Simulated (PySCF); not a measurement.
Compound: 2-chlorophenol, C6H5ClO.
Numbering: `[OH:1][c:2]1[cH:3][cH:4][cH:5][cH:6][c:7]1[Cl:8]` (hydrogens: H9 on O1; H10 on C3; H11 on C4; H12 on C5; H13 on C6)

Cartesian coordinates in Å at the GFN2-xTB level; atoms count from 1:
```xyz
13
C6H5ClO angstrom
O      2.4136   -0.3361   -0.3781
C      1.0853   -0.1938   -0.1975
C      0.2166   -1.1421   -0.7298
C     -1.1482   -1.0158   -0.5568
C     -1.6714    0.0551    0.1488
C     -0.8229    1.0082    0.6857
C      0.5413    0.8794    0.5100
Cl     1.6311    2.0695    1.1764
H      2.8682    0.4042    0.0546
H      0.6415   -1.9694   -1.2755
H     -1.8076   -1.7600   -0.9767
H     -2.7371    0.1531    0.2835
H     -1.2148    1.8483    1.2377
```

Computed, not measured: TDDFT PBE0/def2-SVPD, vertical, gas phase, core orbitals frozen in the response in PySCF 2.14.0, density-fitted response routines.

Ground-to-excited transition dipoles (e·a0, same axes as the geometry; the sign carries no meaning), for the states with f of 0.002 or more among the lowest 6:

| state | E (eV) | μx | μy | μz |
| --- | --- | --- | --- | --- |
| S1 | 5.118 | -0.236 | -0.483 | -0.285 |
| S3 | 5.906 | 0.183 | -0.248 | -0.167 |
| S4 | 6.414 | -0.012 | 0.104 | -0.167 |
| S6 | 6.691 | -1.423 | 0.527 | 0.427 |

Problem. Work out the oscillator strengths.

Solution. f = (2/3) ΔE |μ|² with ΔE in hartree (27.2114 eV).

```
state  |μ|² (au)  |μ| (D)      f
   S1      0.370     1.55  0.046
   S3      0.123     0.89  0.018
   S4      0.039     0.50  0.006
   S6      2.484     4.01  0.407
```

Problem. What is the point group, and which symmetry does each of these states have?

Solution. Cs. Polarised normal to the mirror plane, so A″: S4. Polarised in the mirror plane, so A′: S1, S3 and S6.

Problem. Which bond between heavy atoms lies closest to the direction of the S6 transition dipole?

Solution. O1–C2, C6–C7 and C3–C4, at 16° from it; next C2–C7 and C4–C5 at 42°.

Problem. What angle do the transition dipoles of S1 and S6 make?

Solution. |cos θ| = |μa·μb| / (|μa| |μb|) = 0.04, so θ ≈ 88° (taken between 0 and 90°, since the signs are arbitrary).

Problem. What peak molar absorption coefficient would the strongest computed level give as a lone Gaussian band 0.4 eV wide at half height?

Solution. ε(max) = 2.175×10⁸ f / FWHM, with the width in cm⁻¹. S6: 2.175×10⁸ × 0.4071 / 3226 ≈ 27000 L mol⁻¹ cm⁻¹.

One conformer stands for the species.
